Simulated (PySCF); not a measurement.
Species: C₆H₁₄NP.
InChI=1S/C6H14NP/c1-4-6-5(2)8(6)7-3/h5-7H,4H2,1-3H3/t5-,6+,8?/m0/s1

A linear-response calculation (PySCF, def2-SVPD basis, gas phase, vertical, core orbitals frozen in the response) gave these numbers; the functional is withheld.

Orbital energies (eV): HOMO-3 -10.47, HOMO-2 -9.45, HOMO-1 -8.20, HOMO -7.33, LUMO 1.36, LUMO+1 1.41, LUMO+2 1.53.

```json
{"state": "S1", "E (eV)": "5.52", "f": "0.037", "main configurations (H = HOMO, L = LUMO)": "H→L (73%), H→L+2 (8%)"}
{"state": "S2", "E (eV)": "5.63", "f": "0.036", "main configurations (H = HOMO, L = LUMO)": "H→L+1 (58%), H→L+2 (21%), H→L+3 (8%)"}
{"state": "S3", "E (eV)": "6.13", "f": "0.0032", "main configurations (H = HOMO, L = LUMO)": "H→L+2 (39%), H→L+1 (20%), H→L+3 (14%)"}
{"state": "S4", "E (eV)": "6.24", "f": "0.0035", "main configurations (H = HOMO, L = LUMO)": "H-1→L (80%)"}
{"state": "S5", "E (eV)": "6.73", "f": "0.031", "main configurations (H = HOMO, L = LUMO)": "H-1→L+1 (29%), H→L+5 (17%), H→L+7 (11%)"}
{"state": "S6", "E (eV)": "6.86", "f": "0.058", "main configurations (H = HOMO, L = LUMO)": "H→L+3 (34%), H→L+2 (14%), H-1→L+1 (13%)"}
```

Triplets, Tamm–Dancoff:

```csv
state,E (eV),λ (nm),"main configurations (H = HOMO, L = LUMO)"
T1,4.81,257.8,"H→L (41%), H→L+2 (18%), H→L+4 (13%)"
T2,4.82,257.0,"H→L+1 (33%), H→L (25%), H→L+3 (14%)"
T3,5.28,234.9,"H-1→L+1 (37%), H-1→L+2 (21%), H-1→L+3 (15%)"
T4,5.88,210.7,"H→L+2 (31%), H→L+1 (30%), H→L+7 (10%)"
```

Vertical ionisation energy by ΔSCF with the same functional: 7.95 eV. Mean static polarisability: 107.4 au.

**Question.** Name the functional.
A. PBE
B. CAM-B3LYP
C. HF
D. PBE0

**Answer.** B. CAM-B3LYP is range-separated, 19% exact exchange at short range and 65% at long range (ω = 0.33 bohr⁻¹). In this run −ε(HOMO) = 7.33 eV differs from the ΔSCF value by -0.63 eV, and S1 differs from the orbital gap of 8.69 eV by -3.17 eV. The ratio −ε(HOMO)/IP is 0.92. Small neutral molecules mostly give 0.85 to 0.93 with CAM-B3LYP, 0.5 to 0.7 with PBE, 0.7 to 0.83 with PBE0; with Hartree–Fock the ratio is 1 or more (Koopmans' value less the relaxation energy is the ΔSCF value). The other options: PBE, a GGA without exact exchange; HF, time-dependent Hartree–Fock, 100% exact exchange; PBE0, a global hybrid with 25% exact exchange.

The calculation used PySCF 2.14.0, density-fitted response routines, TDDFT CAM-B3LYP/def2-SVPD, vertical, gas phase, core orbitals frozen in the response. Isolated species at its PBE0-D3(BJ)/def2-SVP geometry (one conformer only).

Without π bonds the low states are Rydberg-like; a valence basis with one diffuse set may place them up to an eV too high.
